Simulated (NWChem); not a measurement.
Everything below was run with NWChem. System: H$_{4}$AlP, charge 0, spin multiplicity 1, at a geometry optimised with PBE/def2-SVP. The structure started from a generated list of species. Level: RHF/def2-QZVP.

Output (cleaned and shortened):

```
             Northwest Computational Chemistry Package (NWChem) 7.3.0
             --------------------------------------------------------

                                NWChem Input Module
                                -------------------

 Scaling coordinates for geometry "geometry" by  1.889725989
 (inverse scale =  0.529177249)

 Turning off AUTOSYM since
 SYMMETRY directive was detected!

                             Geometry "geometry" -> ""
                             -------------------------

 Output coordinates in angstroms (scale by  1.889725989 to convert to a.u.)

  No.       Tag          Charge          X              Y              Z
 ---- ---------------- ---------- -------------- -------------- --------------
    1 Al                  13.0000     0.22805000     1.18088200     0.00000000
    2 H                    1.0000     0.41988600     1.94459300    -1.39440400
    3 H                    1.0000     0.41988600     1.94459300     1.39440400
    4 P                   15.0000    -0.10935300    -1.13524600     0.00000000
    5 H                    1.0000    -1.08206300    -1.10598400    -1.06171000
    6 H                    1.0000    -1.08206300    -1.10598400     1.06171000

 Effective nuclear repulsion energy (a.u.)      74.1843316899

            Nuclear Dipole moment (a.u.)
            ----------------------------
        X                 Y               Z
 ---------------- ---------------- ----------------
     0.0000018897    -0.0000113384     0.0000000000

      Symmetry information
      --------------------

 Group name             Cs
 Group number              2
 Group order               2
 No. of unique centers     4

      Symmetry unique atoms

     1    2    4    5


 Summary of "ao basis" -> "" (spherical)
 ------------------------------------------------------------------------------
       Tag                 Description            Shells   Functions and Types
 ---------------- ------------------------------  ------  ---------------------
 *                         def2-qzvp                  on all atoms

 Summary of "ao basis" -> "ao basis" (spherical)
 ------------------------------------------------------------------------------
       Tag                 Description            Shells   Functions and Types
 ---------------- ------------------------------  ------  ---------------------
 Al                        def2-qzvp                22       70   9s6p4d2f1g
 H                         def2-qzvp                10       30   4s3p2d1f
[...]
  ----- ------------  ---------------      ----- ------------  ---------------
   152      0.289566  4 P  px               149      0.228899  4 P  px
   138      0.212633  4 P  s                140     -0.159894  4 P  px

 Vector   16  Occ=2.000000D+00  E=-3.539490D-01  Symmetry=a'
              MO Center= -1.9D-02, -8.1D-01,  3.1D-13, r^2= 2.9D+00
   Bfn.  Coefficient  Atom+Function         Bfn.  Coefficient  Atom+Function
  ----- ------------  ---------------      ----- ------------  ---------------
   153      0.356800  4 P  py               150      0.252532  4 P  py
   138     -0.197110  4 P  s                156      0.194586  4 P  py
   141     -0.177331  4 P  py

 Vector   17  Occ=0.000000D+00  E= 2.823859D-02  Symmetry=a'
              MO Center=  8.5D-02,  1.3D+00, -1.6D-16, r^2= 7.2D+00
   Bfn.  Coefficient  Atom+Function         Bfn.  Coefficient  Atom+Function
  ----- ------------  ---------------      ----- ------------  ---------------
    25      0.826376  1 Al px                 9     -0.251800  1 Al s
    19      0.208704  1 Al px               156      0.205973  4 P  py
    22      0.199728  1 Al px               155     -0.187980  4 P  px

 Vector   18  Occ=0.000000D+00  E= 7.306561D-02  Symmetry=a'
              MO Center=  1.8D-01,  8.5D-01, -6.7D-15, r^2= 1.4D+01
   Bfn.  Coefficient  Atom+Function         Bfn.  Coefficient  Atom+Function
  ----- ------------  ---------------      ----- ------------  ---------------
   139      3.497611  4 P  s                 26      1.997555  1 Al py
     9     -1.737053  1 Al s                 23      1.148275  1 Al py
   156      1.108051  4 P  py                 8     -0.658205  1 Al s
   153      0.573055  4 P  py                47      0.514198  1 Al d  2
    45      0.499118  1 Al d  0              74     -0.454446  2 H  s

 Vector   19  Occ=0.000000D+00  E= 9.101858D-02  Symmetry=a"
              MO Center=  3.1D-01,  8.6D-01, -2.2D-13, r^2= 1.6D+01
   Bfn.  Coefficient  Atom+Function         Bfn.  Coefficient  Atom+Function
  ----- ------------  ---------------      ----- ------------  ---------------
    27      2.371452  1 Al pz                74      1.660128  2 H  s
   104     -1.660128  3 H  s                 44      0.430022  1 Al d -1
    73     -0.401894  2 H  s                103      0.401894  3 H  s
    39     -0.275774  1 Al d -1             204      0.228959  5 H  s
   234     -0.228959  6 H  s                 21     -0.198573  1 Al pz

 center of mass
 --------------
 x =   0.04363618 y =  -0.04909716 z =   0.00000000

 moments of inertia (a.u.)
 ------------------
         334.897151940460         -54.303364959551           0.000000000000
         -54.303364959551          38.021916542232           0.000000000000
           0.000000000000           0.000000000000         328.700352697788

  Mulliken analysis of the total density
  --------------------------------------

    Atom       Charge   Shell Charges
 -----------   ------   -------------------------------------------------------
    1 Al  13    12.48   1.71  0.01  0.24  0.40  1.06  0.54  0.33  0.61  0.08  5.41 -0.00  0.60  0.63  0.58  0.04  0.00  0.05  0.11  0.06  0.02  0.01  0.00
    2 H    1     1.16   0.11  0.32  0.55  0.18  0.00  0.00  0.01  0.00  0.00  0.00
    3 H    1     1.16   0.11  0.32  0.55  0.18  0.00  0.00  0.01  0.00  0.00  0.00
    4 P   15    15.19   1.67  0.01  0.26  0.34  1.07  0.59  0.36  0.99  0.34  5.62 -0.00  0.47  1.08  1.69  0.53  0.00  0.03  0.07  0.05  0.01  0.00  0.00
    5 H    1     1.01   0.11  0.33  0.45  0.09  0.00  0.01  0.02  0.00  0.00  0.00
    6 H    1     1.01   0.11  0.33  0.45  0.09  0.00  0.01  0.02  0.00  0.00  0.00

       Multipole analysis of the density wrt the origin
       ------------------------------------------------

     L   x y z        total         open         nuclear
     -   - - -        -----         ----         -------
     0   0 0 0     -0.000000      0.000000     32.000000

     1   1 0 0     -0.236622      0.000000      0.000002
     1   0 1 0      0.236223      0.000000     -0.000011
     1   0 0 1     -0.000000      0.000000      0.000000

     2   2 0 0    -19.796001      0.000000     12.676524
     2   1 1 0     -0.230815      0.000000     33.530664
     2   1 0 1      0.000000      0.000000      0.000000
     2   0 2 0    -25.506223      0.000000    169.515949
     2   0 1 1     -0.000000      0.000000      0.000000
     2   0 0 2    -23.563738      0.000000     21.937695

 Task  times  cpu:      128.0s     wall:      128.0s

 Total times  cpu:      128.0s     wall:      128.0s
```

Write an NWChem input that would produce this output.

This is not unique; one that fits is 
```
start mol
memory heap 200 mb stack 900 mb global 1100 mb
geometry units angstroms nocenter noautoz
  Al     0.228050     1.180882     0.000000
  H      0.419886     1.944593    -1.394404
  H      0.419886     1.944593     1.394404
  P     -0.109353    -1.135246     0.000000
  H     -1.082063    -1.105984    -1.061710
  H     -1.082063    -1.105984     1.061710
  symmetry group Cs
end
basis spherical
  * library def2-qzvp
end
scf
  rhf
  nopen 0
  maxiter 100
  thresh 1e-7
  semidirect memsize 60000000 filesize 0
end
task scf energy
```
